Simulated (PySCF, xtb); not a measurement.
Si(Cl)(F)(SeH)2 (ClFH2Se2Si), SMILES Cl[Si](F)([SeH])[SeH].

GFN2-xTB (xtb 6.7.1) at its own geometry gives an orbital gap of 3.84 eV and a dipole moment of 1.01 D.

The structure is a stationary point at ωB97X-D3(BJ)/def2-SVP. Other conformers were not sampled.

Question: What does r2SCAN/def2-TZVP run with PySCF give? (Estimate from the structure and the level; the computed values follow.)

Answer: gap 5.13 eV (levels -6.66 and -1.53 eV), dipole 1.86 D.
